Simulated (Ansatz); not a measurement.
`CNBBr`, relaxed with RKS PBE-D4/def2-SVP in the Gaussian-basis code of Ansatz from a rough embedded geometry. The force threshold is 0.03 eV/Å; the program also tests the step.

Total charge 0; spin multiplicity 1.

Start:

```xyz
9

C    -0.401    0.026    1.032
N     0.350    0.683    0.024
B     0.074   -0.013   -1.299
Br    1.452   -0.839   -2.390
H    -0.154    0.478    2.055
H    -0.095   -1.066    1.180
H    -1.504    0.095    0.920
H     1.326    0.579    0.214
H    -1.048    0.058   -1.735
```

| step | energy (eV) | largest force (eV/Å) | largest move (Å) |
| --- | --- | --- | --- |
| 1 | -73306.4174 | 3.443 | 0.000 |
| 2 | -73306.8445 | 1.981 | 0.196 |
| 3 | -73307.0901 | 1.416 | 0.194 |
| 4 | -73307.2553 | 0.630 | 0.194 |
| 5 | -73307.3386 | 0.442 | 0.199 |
| 6 | -73307.3862 | 0.224 | 0.200 |
| 7 (rejected) | -73307.3557 | 0.970 | 0.171 |
| 8 | -73307.4000 | 0.080 | 0.085 |
| 9 | -73307.4008 | 0.007 | 0.029 |

End:

```xyz
9

C    -0.424    0.024    1.144
N     0.472    0.016    0.001
B     0.101   -0.039   -1.342
Br    1.471   -0.045   -2.717
H    -0.288    0.934    1.768
H    -0.266   -0.861    1.798
H    -1.472    0.005    0.791
H     1.469    0.051    0.235
H    -1.063   -0.084   -1.678
```

Run time 11 s (4 threads of a server CPU on a shared host); peak host memory 0.15 GiB.
